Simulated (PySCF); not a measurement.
2-hydroxy-3H-oxaborole (C₃H₅BO₂), SMILES C1=COB(C1)O.

Geometry: PBE-D3(BJ)/def2-SVP. The values are those of a single conformer.

Level of theory: PBE/def2-TZVP (PySCF).

Symmetry labels are those of the subgroup Cs that the program uses (full group Cs).

**Question.** List the valence orbital energies around the gap with their symmetry. (Estimate from the structure and the level; the computed values follow.)

**Answer.** 
| orbital | symmetry | energy (eV) |
|---|---|---|
| HOMO−7 | A" | -10.83 |
| HOMO−6 | A' | -10.03 |
| HOMO−5 | A" | -9.28 |
| HOMO−4 | A' | -9.06 |
| HOMO−3 | A' | -8.60 |
| HOMO−2 | A" | -8.45 |
| HOMO−1 | A' | -7.45 |
| HOMO | A" | -5.49 |
| LUMO | A" | -0.78 |
| LUMO+1 | A' | -0.27 |
| LUMO+2 | A" | 0.35 |
| LUMO+3 | A' | 0.91 |
